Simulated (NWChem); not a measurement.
Molecule: C2H6GeSi; SMILES C1=[CH][GeH2][SiH2]1

```xyz
10

C      1.0992     1.4075     0.0000
C      1.5428     0.1292     0.0000
Ge    -0.0978    -0.9884     0.0000
Si    -0.7890     1.3160     0.0000
H      1.7690     2.2699     0.0000
H      2.5977    -0.1496     0.0000
H     -0.2790    -1.8832     1.2551
H     -0.2790    -1.8832    -1.2551
H     -1.4659     1.8857    -1.2007
H     -1.4659     1.8857     1.2007
```
Atoms are numbered in this order, from 1.

Level: B3LYP/6-31G* (spherical d) (NWChem), optimised geometry, unscaled harmonic frequencies. 

### Question
List the harmonic frequencies with IR intensities, and the thermochemistry.

### Answer
| frequency (cm⁻¹) | IR intensity (km/mol) |
|---|---|
| 200 | 0.0 |
| 338 | 1.3 |
| 366 | 7.5 |
| 400 | 3.3 |
| 526 | 0.0 |
| 547 | 0.4 |
| 600 | 41.3 |
| 641 | 0.9 |
| 642 | 53.5 |
| 707 | 14.3 |
| 776 | 122.4 |
| 780 | 111.6 |
| 875 | 85.0 |
| 971 | 141.2 |
| 1018 | 0.1 |
| 1079 | 11.5 |
| 1288 | 13.2 |
| 1555 | 2.3 |
| 2076 | 164.2 |
| 2085 | 147.9 |
| 2220 | 164.2 |
| 2228 | 167.7 |
| 3130 | 10.3 |
| 3155 | 44.4 |

```json
{
 "zero_point_energy": "40.3 kcal/mol",
 "thermal correction to the enthalpy at 298.15 K (with zero-point energy)": "44.5 kcal/mol",
 "heat capacity Cv": "21.7 cal/(mol K)",
 "entropy at 298.15 K and 1 atm (symmetry number 1)": "76.0 cal/(mol K)",
 "dipole_moment": "0.49 D"
}
```

Rigid rotor and harmonic oscillator.
